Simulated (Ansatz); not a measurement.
A structure relaxed at r2SCAN-D4/def2-SVPD in Ansatz, charge -1, doublet:

```xyz
4

Rh    1.1162    0.9720   -0.6955
Rh    0.9018   -1.3238   -0.4136
Rh   -0.8931    1.3398    0.4190
Rh   -1.1249   -0.9880    0.6901
```

(1) Give its formula.

(2) Summarise the bond lengths by kind (pairs closer than 1.2 times the sum of covalent radii, bridged metal pairs left out).

Results:

(1) the cluster Rh₄⁻.

(2) 6 × Rh–Rh 2.32 to 3.32 Å.

In the def2 sets Rh takes a core potential; there is no spin–orbit coupling. The charge -1 doublet is spin-contaminated (final ⟨S²⟩ up to 2.96, 0.75 for a pure state). The highest occupied level of the charge -1 doublet lies above zero (up to 0.27 eV). It is a level of β spin, whose loss leaves a triplet; that state wasn't run at this geometry and level. The electron is either unbound and held by the finite basis, or the level is raised by self-interaction error. The relaxation made no stability test and no search for a lower SCF solution. At r2SCAN-D4/def2-SVPD a quartet of charge -1 lies 0.09 eV below the doublet, each at its own geometry. Another isomer (doublet) lies 0.25 eV lower at PBE0-D4/def2-TZVPD.
